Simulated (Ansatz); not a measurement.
```xyz
10

B    -1.051   -0.785   -0.465
N    -0.037    0.058   -0.043
C     1.038   -0.367    0.827
Zn   -0.329    1.729   -0.780
H    -1.904   -0.325   -1.195
H    -1.104   -1.940   -0.131
H     0.923   -1.425    1.081
H     2.016   -0.239    0.351
H     1.051    0.205    1.760
H    -0.604    3.088   -1.406
```

Charge 0, multiplicity 1.

Problem. List the ωB97M-V/def2-TZVPP orbital energies in eV (the Gaussian-basis code of Ansatz). (Estimate.)

Solution. The calculation gave: Occupied: -9465.55, -1156.79, -1017.24, -1017.23, -1017.14, -394.31, -282.00, -187.05, -136.63, -92.01, -91.99, -91.84, -26.94, -21.37, -17.79, -17.36, -17.27, -17.26, -17.24, -16.03, -14.98, -14.53, -13.50, -12.19, -11.32, -10.30, -9.94. Lowest empty: 0.93, 0.98, 1.71, 2.03, 2.80, 3.18, 3.69, 4.56.
